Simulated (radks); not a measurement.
Br4+, configuration [Ar] 3d10 4s2 4p1.

Calculated with a radial shooting solver on a logarithmic mesh with Libxc functionals: Dirac Kohn-Sham, BLYP, spin-unpolarised, spherical densities, point nucleus; open shells fill j = l - 1/2 first.

Energy parts (hartree):
| part | energy |
|---|---|
| total | -2602.82566 |
| kinetic | 2669.35716 |
| electron-nucleus | -6225.10632 |
| Hartree | 1044.02017 |
| exchange-correlation | -91.09667 |

Orbitals (lengths in bohr, moments of r in powers of bohr; <r^-3> diverges for s and p1/2; r(max) is where P^2 peaks):
| orbital | occ. | eigenvalue (hartree) | r(max) | <r^-3> | <r^4> |
|---|---|---|---|---|---|
| 1s1/2 | 2 | -491.4132 | 0.02791 | - | 0.00001560 |
| 2s1/2 | 2 | -65.67460 | 0.1593 | - | 0.003098 |
| 2p1/2 | 2 | -59.35510 | 0.1252 | - | 0.002131 |
| 2p3/2 | 4 | -57.60738 | 0.1284 | 1300 | 0.002305 |
| 3s1/2 | 2 | -10.71269 | 0.4839 | - | 0.1936 |
| 3p1/2 | 2 | -8.51435 | 0.4749 | - | 0.2221 |
| 3p3/2 | 4 | -8.26201 | 0.4836 | 189.4 | 0.2388 |
| 3d3/2 | 4 | -4.44392 | 0.4282 | 24.07 | 0.3758 |
| 3d5/2 | 6 | -4.40359 | 0.4309 | 23.28 | 0.3856 |
| 4s1/2 | 2 | -2.47195 | 1.346 | - | 9.787 |
| 4p1/2 | 1 | -1.94067 | 1.481 | - | 15.62 |
| 4p3/2 | 0 | -1.91042 | 1.504 | 22.89 | 16.48 |

The highest occupied level is 4p1/2 at -52.808 eV. Summed over all electrons, <r^2> = 15.77 bohr^2, which gives a Langevin (diamagnetic) susceptibility term of -12.5 x 10^-6 cm^3/mol. For comparison, the ionisation energy in NIST's Atomic Spectra Database is 59.60 eV (measured). In exact Kohn-Sham theory the highest level is minus the ionisation energy, but local and semilocal functionals leave it too shallow, through self-interaction and a potential that decays too fast; potentials with the right tail come closer.

Beside tabulated values, note that spin-unpolarised runs miss the spin-polarisation part of the exchange energy of open shells.
